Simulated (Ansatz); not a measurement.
This geometry of FH5Si2 + H2S (11 atoms, charge 0, multiplicity 1) is a first-order saddle point.

Level of theory: RKS r2SCANh-D4/6-31G* (Ansatz 0.2.0).

```xyz
11
Properties=species:S:1:pos:R:3
Si -0.699 -0.030 -0.666
F -0.073 -1.699 0.085
H -0.737 1.216 -1.513
H -1.967 -0.691 -1.053
Si -0.275 0.794 1.474
H 0.863 -1.678 -0.817
S 1.186 -0.800 -1.995
H -0.820 -0.092 2.534
H 1.210 0.812 1.629
H -0.766 2.185 1.681
H 2.078 -0.018 -1.359
```

(1) Which two structures does it join? (They come from a converged band through this point; their orientation in space is the band's.)

(2) How far does it lie above each of them?

## Answers

(1) Bonds broken: Si1–F2, H6–S7. Bonds formed: Si1–S7, F2–H6. FH5Si2 + H2S becomes FH + H6SSi2.

Image 0:

```xyz
11
Properties=species:S:1:pos:R:3
Si -1.335 -0.175 -0.405
F -0.760 -1.673 -0.657
H -1.153 0.618 -1.646
H -2.792 -0.302 -0.134
Si -0.299 0.824 1.434
H 1.427 -1.475 -1.501
S 2.209 -0.443 -1.862
H -0.641 0.093 2.684
H 1.180 0.872 1.302
H -0.818 2.215 1.551
H 2.982 -0.555 -0.767
```

Image 6:

```xyz
11
Properties=species:S:1:pos:R:3
Si -0.700 0.355 -0.931
F 0.310 -2.166 0.609
H -1.020 1.630 -1.631
H -1.808 -0.601 -1.164
Si -0.204 0.695 1.335
H 0.786 -1.968 -0.184
S 0.975 -0.593 -1.962
H -0.960 -0.232 2.207
H 1.259 0.535 1.540
H -0.565 2.097 1.694
H 1.927 0.248 -1.514
```

(2) 1.76 eV above the first and 1.14 eV above the second. This is the barrier of this one path; another mechanism may lie lower. The orbitals stay closed-shell, which can raise the energy where a bond breaks towards radicals; this wasn't checked here.

Run time: 6.9 min on 2 threads of Intel(R) Xeon(R) Platinum 8259CL CPU @ 2.50GHz (Skylake/Cascade Lake), on a shared host, peak memory 0.23 GiB.
